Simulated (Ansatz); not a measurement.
The first iterations of a band of Cl2FH2HfN + H (8 atoms, charge 0, multiplicity 2).

These are results of Ansatz 0.2.0, UKS PBE-D4/def2-SVP, not measurements.

- movable images: 5
- climbing image: yes
- spring: 5.0 eV/Å²
- optimiser: quadratic models (default)
- start path: through a guess of the saddle point
- force threshold: 0.05 eV/Å
- iteration limit: 60
- end points: relaxed

Image 0:

```xyz
8
Properties=species:S:1:pos:R:3
Hf 0.015 -0.014 -0.145
Cl -0.180 0.104 2.212
Cl 2.297 -0.232 -0.734
F -0.858 1.437 -1.028
N -0.950 -1.663 -0.772
H -0.717 -2.630 -0.512
H -1.758 -1.682 -1.405
H -0.028 0.020 5.535
```

Image 6:

```xyz
8
Properties=species:S:1:pos:R:3
Hf -0.057 -0.430 0.179
Cl 0.918 0.413 3.175
Cl 2.260 -0.277 -0.320
F -1.369 0.542 1.252
N -1.012 -1.652 -1.100
H -2.029 -1.793 -1.151
H -0.567 -2.229 -1.826
H -0.322 0.766 2.943
```

| iteration | highest image above the first end (eV) | largest band force component (eV/Å) |
| --- | --- | --- |
| 1 | 5.220 | 25.418 |
| 2 | 1.157 | 6.641 |
| 3 | 0.799 | 3.209 |
| 4 | 0.730 | 0.672 |
| 5 | 0.635 | 0.782 |
| 6 | 0.773 | 1.573 |
| 7 | 0.621 | 0.476 |
| 8 | 0.621 | 0.330 |
| 9 | 0.627 | 0.364 |
| 10 | 0.622 | 0.409 |
| 11 | 0.628 | 0.416 |
| 12 | 0.634 | 0.360 |
| 13 | 0.641 | 0.434 |
| 14 | 0.647 | 0.549 |
| 15 | 0.664 | 0.566 |
| 16 | 0.652 | 0.363 |
| 17 | 0.652 | 0.250 |

**Question.** Does the band converge within its limit, and where does its top end?

**Answer.** The forces met the threshold. It ended after 53 iterations with the highest image 0.615 eV above the first end. A vibrational analysis at the climbing image gives no mode beyond 40i cm⁻¹: the surface is too flat there to confirm a saddle point.

Run time: 9.5 min on 4 threads of Arm Neoverse V2, on a shared host, peak memory 0.22 GiB.
